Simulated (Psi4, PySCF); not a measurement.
CH₃BeCl, singlet, geometry from GFN2-xTB (such geometries of metal compounds can be far from the true shape), atoms displaced at random by about 0.03 Å a coordinate. Base run: TPSS/def2-SVP, gradient (PySCF).

Input for PySCF:
```python
from pyscf import gto, scf, dft

mol = gto.M(
    atom='''
Be    0.643426    0.443270   -0.717094
Cl    1.701390    1.130614   -1.914294
C    -0.381977   -0.271987    0.412088
H    -0.962396   -1.080579    0.042244
H    -1.165873    0.339556    0.862526
H     0.147192   -0.655657    1.298690
''',
    basis='def2-svp',
    charge=0,
    spin=0,
    verbose=4,
)

mf = dft.RKS(mol)
mf.xc = 'tpss'
mf.kernel()
g = mf.nuc_grad_method()
grad = g.kernel()
```

Programs used: Psi4, PySCF; a row that names a program was run with it.

The coordinate followed is z of atom 1.

The base run was repeated with changes; each row names its change, and settings that it needs were set with it.

```
change                                                  dE/dx (Eh/bohr)  net force (Eh/bohr)
------------------------------------------------------  ---------------  -------------------
base                                                          -0.029123             0.000086
code = psi4                                                   -0.029127             0.000047
finite difference step (bohr) = 0.01; conv_tol = 1e-11        -0.029203                    -
density fitting = on                                          -0.029120             0.000086
grids.level = 1; grid_response = off                          -0.029090             0.000575
conv_tol = 1e-6                                               -0.029127             0.000086
grids.level = 1; grid_response = on                           -0.029088             0.000000
finite difference step (bohr) = 0.2; conv_tol = 1e-11         -0.029451                    -
grids.level = 0; grid_response = on                           -0.029270             0.000000
finite difference step (bohr) = 1e-3; conv_tol = 1e-11        -0.029202                    -
conv_tol = 1e-4                                               -0.029393             0.000087
finite difference step (bohr) = 1e-5; conv_tol = 1e-11        -0.029202                    -
```

The net force is zero for an exact gradient.
